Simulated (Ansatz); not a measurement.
# How methods differ on SnH3O2 (SMILES [OH][SnH][OH])

SnH3O2 has 6 atoms, charge 0, and is taken as a doublet. SMILES: `[OH][SnH][OH]`. The shape was relaxed beforehand at B3LYP/def2-SVP. This is one conformer, not always the lowest.

```xyz
6

O    -1.3064   -0.6930   -0.2417
Sn    0.4129    0.2846   -0.6493
O     1.4153   -0.0107    1.0594
H    -1.8866   -0.7833   -1.0116
H     0.1449    2.0352   -0.6235
H     1.2618   -0.8967    1.4207
```

Each level gives the dissociation energy of the O3–Sn2 bond into doublet OH and singlet SnH2O (shapes relaxed at B3LYP/def2-SVP, no zero-point term) (eV). The values are calculated.

```tsv
level	kind	program	value (eV)	CPU time (all runs)
UHF/def2-TZVP (core potential)	Hartree–Fock	Ansatz	1.50	3.5 s
UBLYP/def2-TZVP (core potential)	GGA	Ansatz	2.36	7.4 s
UPBE/def2-TZVP (core potential)	GGA	Ansatz	2.62	6.7 s
U-r2SCAN/def2-TZVP (core potential)	meta-GGA	Ansatz	2.59	15 s
UB3LYP/def2-TZVP (core potential)	global hybrid	Ansatz	2.30	8.1 s
U-wB97M-V/def2-TZVP (core potential)	range-separated hybrid	Ansatz	2.48	34 s
UB2PLYP/def2-TZVP (core potential)	double hybrid	Ansatz	2.40	15 s
RPA@PBE/def2-TZVP (core potential)	RPA	Ansatz	2.18	15 s
UMP2/def2-TZVP (core potential)	perturbation theory	Ansatz	2.64	6.2 s
```

Spin-orbit coupling, which can split open shells on such heavy atoms by tenths of an eV, is left out. The values span 1.50 to 2.64 eV. Hartree–Fock misses the correlation of the electron pair that is broken and comes out low. A fragment with an even electron count was run as a singlet and may have a lower triplet. Measured bond enthalpies also hold zero-point and thermal terms, a few tenths of an eV less. In the correlated wave-function rows the outer d shell of Sn is correlated, in sets not made for it. Times are those of the runs behind each value, whatever else they computed, on shared processors of several kinds: orders of magnitude only.
